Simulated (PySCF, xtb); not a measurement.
1,1-difluorobut-2-yne (C4H4F2), SMILES CC#CC(F)F.

GFN2-xTB run with xtb at its own geometry gives an orbital gap of 6.50 eV and a dipole moment of 3.92 D.

Coordinates come from a r2SCAN-D4/def2-SVP optimisation.

Problem. What does PBE/def2-TZVP (PySCF) give? (An estimate is asked for; the answer gives what the named calculation found.)

Solution. gap 6.07 eV (levels -6.90 and -0.83 eV), dipole 3.02 D.
